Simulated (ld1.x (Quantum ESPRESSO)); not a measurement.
**An all-electron radial function and its pseudo partner (lithium (Li))**

Columns: radius, all-electron u(r) and pseudo u(r) of the 1s shell (level -51.10 eV) of lithium in the configuration 1s2 2s1 2p0; LDA (PZ), scalar-relativistic, PAW scheme, ld1.x (Quantum ESPRESSO) 7.5.

```json
{"r (bohr)": "0.233", "all-electron": "1.0791", "pseudo": "0.4094"}
{"r (bohr)": "0.465", "all-electron": "1.1379", "pseudo": "0.6805"}
{"r (bohr)": "0.698", "all-electron": "0.9304", "pseudo": "0.7515"}
{"r (bohr)": "0.930", "all-electron": "0.6928", "pseudo": "0.6561"}
{"r (bohr)": "1.162", "all-electron": "0.4918", "pseudo": "0.4901"}
{"r (bohr)": "1.395", "all-electron": "0.3391", "pseudo": "0.3391"}
{"r (bohr)": "1.628", "all-electron": "0.2298", "pseudo": "0.2298"}
{"r (bohr)": "1.860", "all-electron": "0.1544", "pseudo": "0.1544"}
{"r (bohr)": "2.093", "all-electron": "0.1027", "pseudo": "0.1027"}
{"r (bohr)": "2.325", "all-electron": "0.0681", "pseudo": "0.0681"}
{"r (bohr)": "2.558", "all-electron": "0.0449", "pseudo": "0.0449"}
{"r (bohr)": "2.790", "all-electron": "0.0295", "pseudo": "0.0295"}
{"r (bohr)": "3.023", "all-electron": "0.0193", "pseudo": "0.0193"}
{"r (bohr)": "3.255", "all-electron": "0.0126", "pseudo": "0.0126"}
{"r (bohr)": "3.488", "all-electron": "0.0082", "pseudo": "0.0082"}
{"r (bohr)": "3.720", "all-electron": "0.0054", "pseudo": "0.0054"}
{"r (bohr)": "3.953", "all-electron": "0.0035", "pseudo": "0.0035"}
{"r (bohr)": "4.185", "all-electron": "0.0023", "pseudo": "0.0023"}
{"r (bohr)": "4.418", "all-electron": "0.0015", "pseudo": "0.0015"}
{"r (bohr)": "4.650", "all-electron": "0.0009", "pseudo": "0.0009"}
{"r (bohr)": "4.883", "all-electron": "0.0006", "pseudo": "0.0006"}
{"r (bohr)": "5.115", "all-electron": "0.0004", "pseudo": "0.0004"}
{"r (bohr)": "5.348", "all-electron": "0.0003", "pseudo": "0.0003"}
{"r (bohr)": "5.580", "all-electron": "0.0002", "pseudo": "0.0002"}
{"r (bohr)": "5.813", "all-electron": "0.0001", "pseudo": "0.0001"}
{"r (bohr)": "6.045", "all-electron": "0.0001", "pseudo": "0.0001"}
```

Problem. How many radial nodes do the two functions have?

Solution. The all-electron 1s function has n − l − 1 = 0; the pseudo-wave has 0.

Problem. At about which radius was the pseudo-wave matched?

Solution. 1.40 bohr, where the columns begin to agree (steps of 0.23 bohr).

Problem. Where does each function peak?

Solution. Outermost all-electron maximum near 0.47 bohr, pseudo maximum near 0.70 bohr (to the table’s step).

Problem. Is the pseudo-wave norm-conserving?

Solution. No, it belongs to a PAW set: the norm inside the radius is not constrained, and the difference is carried by the augmentation charge.
